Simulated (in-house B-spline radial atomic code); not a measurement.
# OLYP excitations of the silver ion Ag⁺

Method: OLYP. Computed with a B-spline radial code for spherical atoms: linear response of the closed shell [Kr] 4d10 with the functional's adiabatic kernel; non-relativistic, point nucleus, no spin-orbit coupling, no double excitations, S, P, D and F terms only; shells from n = 2 respond. Only terms of natural parity with L up to 3 were computed.

Without relativity these are model numbers for so heavy an element.

Command:
```bash
python run_td.py task.json out
```
Settings (radii: box in bohr, nucleus in fm):
```
Z                        47
electrons                46
configuration            [Kr] 4d10
hamiltonian              nr
method                   optx,lyp
box_radius               41.61
intervals                59
```

Run time, properties included: 4.2 s on 1 thread of Arm Neoverse N1 (shared host).

The lowest states, in the order of their Tamm-Dancoff energies; the method's threshold (minus the highest occupied level) is 15.828 eV. Labels give the largest channel, * marks a mixed state, and oscillator strengths are full-response dipole values. Semilocal kernels can invert the small singlet-triplet splittings of Rydberg terms. Energies in eV:

```json
{"state": "4d → 5s 3D", "full response": "5.061", "Tamm-Dancoff": "5.101", "oscillator strength": "-"}
{"state": "4d → 5s 1D", "full response": "5.596", "Tamm-Dancoff": "5.610", "oscillator strength": "-"}
{"state": "4d → 5p 3F", "full response": "9.290", "Tamm-Dancoff": "9.312", "oscillator strength": "-"}
{"state": "4d → 5p 3P", "full response": "9.289", "Tamm-Dancoff": "9.322", "oscillator strength": "-"}
{"state": "4d → 5p 1F", "full response": "?", "Tamm-Dancoff": "?", "oscillator strength": "-"}
{"state": "4d → 5p 1P", "full response": "10.003", "Tamm-Dancoff": "10.063", "oscillator strength": "0.467"}
{"state": "4d → 6s 3D", "full response": "12.826", "Tamm-Dancoff": "12.833", "oscillator strength": "-"}
{"state": "4d → 6s 1D", "full response": "12.908", "Tamm-Dancoff": "12.910", "oscillator strength": "-"}
{"state": "4d → 5d 3S", "full response": "13.498", "Tamm-Dancoff": "13.506", "oscillator strength": "-"}
{"state": "4d → 5d 3D", "full response": "13.511", "Tamm-Dancoff": "13.513", "oscillator strength": "-"}
{"state": "4d → 5d 1D", "full response": "13.556", "Tamm-Dancoff": "13.561", "oscillator strength": "-"}
{"state": "4d → 6p 3P", "full response": "13.874", "Tamm-Dancoff": "13.880", "oscillator strength": "-"}
{"state": "4d → 6p 3F", "full response": "?", "Tamm-Dancoff": "?", "oscillator strength": "-"}
{"state": "4d → 6p 1F", "full response": "13.922", "Tamm-Dancoff": "13.923", "oscillator strength": "-"}
{"state": "4d → 5d 1S", "full response": "13.924", "Tamm-Dancoff": "13.980", "oscillator strength": "-"}
{"state": "4d → 6p 1P", "full response": "13.999", "Tamm-Dancoff": "14.008", "oscillator strength": "0.042"}
```

Where does 4d → 5p 1F lie?

At 9.479 eV in full response, 9.483 eV in Tamm-Dancoff.

Where does 4d → 6p 3F lie?

At 13.887 eV in full response, 13.891 eV in Tamm-Dancoff.

How large is the singlet-triplet splitting of 4d → 5s (D terms) in Tamm-Dancoff?

0.509 eV, from the unrounded values.

What polarisabilities and dispersion coefficient does the method give?

Dipole 9.863 bohr³, quadrupole 61.61 bohr⁵, C6 57.59 hartree·bohr⁶ for two such species.
